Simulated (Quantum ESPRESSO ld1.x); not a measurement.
Task: The mean radii <r> (bohr) of the occupied orbitals of an atom or ion are listed with their occupations. All-electron calculation, Dirac Kohn-Sham, PBE, spin-unpolarised, spherical densities, point nucleus. Program: ld1.x of Quantum ESPRESSO 7.5.

orbital  occ.      <r>
1s1/2       2  0.01598
2s1/2       2  0.06423

Name the element and its charge. Open shells, if any, fill j = l - 1/2 first.

Result: Z = 82, lead, charge +78: Pb78+ in [He] 2s2. The 1s radius gives Z: for a bare nucleus <r> = (2 gamma + 1)/(2Z) with gamma = sqrt(1 - (Z/c)^2), 0.01587 bohr for Z = 82, and screening makes it slightly larger (0.01598 here). The occupations add up to 4, and the charge is Z minus that.
